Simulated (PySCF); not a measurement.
## Continuum solvent and chemical shifts

Mapped SMILES: `[CH2:1]=[C:2]([CH2:3]/[CH:4]=[CH:5]\[C:6]([Cl:7])([Cl:8])[Cl:9])[O:10][CH3:11]`. Hydrogens are named by the atom that carries them. Ha(C1) is cis to C3; Hb(C1) is trans to C3.

GIAO PBE0/pcSseg-1 in PySCF on one PBE0-D3(BJ)/def2-SVP conformer, non-relativistic, equivalent nuclei averaged. Solvents enter as an IEF-PCM continuum (chloroform with ε = 4.7, methanol with ε = 32.6) around the gas-phase geometry. Shifts are referred to TMS computed in the same medium.

In chloroform, δ in ppm: C2 167.6, C4 149.1, C5 144.6, C6 117.5, C1 86.6, C11 55.8, C3 39.9, H(C5) 6.52, H(C4) 6.28, Ha(C1) 4.31, Hb(C1) 4.10, H(C11) 3.62, H(C3) 3.32. Dipole moment 3.63 D.

**Question.** How does each δ change in the more polar medium?

**Answer.** 
| atoms | environment | Δδ, methanol |
| --- | --- | --- |
| C2 | alkene carbon bearing oxygen | +0.6 |
| C4 | alkene CH | +0.8 |
| C5 | alkene CH | +0.2 |
| C6 | allylic fully substituted sp3 carbon bonded to 3 Cl | +0.2 |
| C1 | β carbon of an enol-ether or enamine type C=C | 0.0 |
| C11 | methyl carbon bonded to O | +0.4 |
| C3 | allylic sp3 CH2 | +0.2 |
| H(C5) | hydrogen on an alkene CH | +0.06 |
| H(C4) | hydrogen on an alkene CH | +0.06 |
| Ha(C1) | hydrogen on a β carbon of an enol-ether or enamine type C=C | +0.02 |
| Hb(C1) | hydrogen on a β carbon of an enol-ether or enamine type C=C | +0.06 |
| H(C11) | hydrogen on a methyl carbon bonded to O | +0.04 |
| H(C3) | hydrogen on an allylic sp3 CH2 | +0.02 |

Changes are relative to chloroform. The dipole moment becomes 3.78 D in methanol.

**Question.** Which nuclei move most (in ppm), and what does the model miss?

**Answer.** C4 (alkene CH, +0.8 ppm) in methanol. A continuum only polarises the solute; specific hydrogen bonds, the anisotropy of aromatic solvents and changes of geometry or conformer are outside it.
